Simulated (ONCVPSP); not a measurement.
## An all-electron radial function and its pseudo partner (helium)

Columns: radius, all-electron u(r) and pseudo u(r) of the 1s shell (level -15.52 eV) of helium in the configuration 1s2; LDA (Perdew-Zunger), scalar-relativistic, ONCV scheme, ONCVPSP 4.0.1.

```csv
r (bohr),all-electron,pseudo
0.030,0.1330,0.1008
0.060,0.2506,0.1996
0.090,0.3541,0.2950
0.120,0.4451,0.3857
0.150,0.5246,0.4707
0.180,0.5939,0.5497
0.210,0.6539,0.6222
0.240,0.7056,0.6880
0.270,0.7497,0.7464
0.300,0.7871,0.7969
0.330,0.8185,0.8389
0.360,0.8445,0.8719
0.390,0.8656,0.8954
0.420,0.8824,0.9105
0.450,0.8953,0.9183
0.480,0.9047,0.9206
0.510,0.9110,0.9199
0.540,0.9145,0.9181
0.570,0.9157,0.9163
0.600,0.9146,0.9147
0.630,0.9116,0.9116
0.660,0.9069,0.9069
0.690,0.9007,0.9007
0.720,0.8931,0.8931
0.750,0.8843,0.8844
0.780,0.8746,0.8746
```

(1) How many radial nodes do the two functions have?

(2) At about which radius was the pseudo-wave matched?

(3) Is the pseudo-wave norm-conserving?

## Answers

(1) The all-electron 1s function has n − l − 1 = 0; the pseudo-wave has 0.

(2) 0.60 bohr, where the columns begin to agree (steps of 0.03 bohr).

(3) Yes: the ONCV scheme keeps the norm inside the radius equal to the all-electron one, which fixes the energy derivative of the logarithmic derivative at the level.
